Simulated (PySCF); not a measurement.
## LaP at r²SCAN0

Level: r²SCAN0. La def2-TZVPP with ECP46, P def2-TZVPP; scalar-relativistic core potentials (PySCF 2.14).

- state: triplet, about 0.1 electrons in the 4f shell (Mulliken)
- bond length: 2.416 Å
- harmonic wavenumber: 424 cm⁻¹
- force constant: 2.69 mdyn/Å
- rotational constant Be: 0.1140 cm⁻¹
- anharmonicity ωexe: 0.892 cm⁻¹
- vibration–rotation constant αe: 0.000322 cm⁻¹
- well depth De to La (5d1 6s2) + P: 2.87 eV
- dissociation energy D0: 2.84 eV
- bond order (Mayer): 2.49
- dipole moment (positive dipole means La(−)P(+)): -5.11 D

These are scalar-relativistic numbers at best; spin–orbit coupling would shift them, the dissociation energy most. The state is the lowest single determinant that the PBE0 search found; with open d or f shells the true ground state can be another one.
